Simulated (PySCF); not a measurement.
A run for PySCF: R-B3LYP/LANL2DZ on CH3AlO (a complex), monomers drawn apart or pushed together.

```python
from pyscf import gto, scf, dft, mp
from pyscf.data.elements import chemcore

mol = gto.M(
    atom='''
    Al    0.03293872   -0.05424756    0.29317912
    H     1.40888496   -0.80216166    0.30369960
    H    -0.00539541    1.48884848    0.03097128
    H    -1.29519228   -0.88130476    0.23009942
    C    -0.06848174    0.30643499    4.01800240
    O    -0.03877370    0.19977494    2.89999604
    ''',
    basis='lanl2dz',
    ecp={'Al': 'lanl2dz'},
    charge=0, spin=0, verbose=3, max_memory=1800)
mf = dft.RKS(mol, xc='b3lyp')
mf.conv_tol = 1e-8
mf.max_cycle = 100
mf.kernel()
if not mf.converged:
    mf = mf.newton().run(mf.mo_coeff, mf.mo_occ)
```

Program output:

```
converged SCF energy = -117.038633554138
```

Self-consistency was reached.

Cost: roughly 2.0 core-seconds.
